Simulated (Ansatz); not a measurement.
Consider the cleavage of the Si–In bond: `[SiH3][InH2]` + H–F → `F[SiH3]` + `[InH3]`.

Program: Ansatz. Geometries: PBE0-D4/def2-TZVP. ΔE: electronic, gas phase. CCSD(T)/CBS is the MP2 limit (def2-TZVPP, def2-QZVPP) plus CCSD(T) − MP2 in def2-TZVPP, frozen cores. This one scheme is used for every species. Functionals use def2-TZVPP. B3LYP here is the variant with VWN-RPA as its local correlation; programs differ in this. HSE06 is defined as in plane-wave codes. Elements past krypton have def2 core potentials. For In outer-core shells are correlated without core-valence functions, which leaves a few kJ/mol of doubt a bond.

(1) Is it downhill or uphill in electronic energy at CCSD(T)/CBS, and by how much? (Best estimate.)

(2) What do these levels give: LDA (SPW92), revPBE-D4, B97M-V, B3LYP-D4, HSE06-D4, B2PLYP, PBE, PBE0, BHLYP, HF/def2-TZVPP, MP2/CBS(def2), CCSD/CBS(def2)? (An estimate is asked.)

Largest T1 diagnostic among the species: 0.014.

Results:

(1) The calculation gave: Downhill: ΔE = -92.5 kJ/mol.

(2) Ansatz gave: LDA (SPW92) -79.2, revPBE-D4 -77.5, B97M-V -108.4, B3LYP-D4 -98.9, HSE06-D4 -81.0, B2PLYP -103.9, PBE -79.9, PBE0 -84.3, BHLYP -112.8, HF/def2-TZVPP -127.3, MP2/CBS(def2) -94.0, CCSD/CBS(def2) -96.2 kJ/mol.

From BLYP to BHLYP (50 % exact exchange), in def2-TZVPP and without D4, ΔE moves by −11.5 kJ/mol. The D4 term adds +4.8 kJ/mol with B3LYP and +2.7 kJ/mol with PBE0; it sums over pairs of atoms, weighted by their polarisabilities, and B3LYP, whose exchange is more repulsive, gets the larger term.
